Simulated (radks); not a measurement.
Question: Species: B4+. Configuration: 2s1 (not the ground configuration). All-electron calculation, scalar-relativistic Kohn-Sham, BLYP, spin-polarised, spherical densities, point nucleus; open shells are filled with parallel spins first. Program: a radial shooting solver on a logarithmic mesh with Libxc functionals. Some entries of the table are withheld. Estimate them.

orbital,occ.,eigenvalue (eV),r(max) (bohr)
1s up,0,-338.0131,0.1933
2s up,1,-78.8736,1.028
2p up,0,-76.4390,(1)

Answer: 
(1) 2p up r(max) (bohr): 0.8279
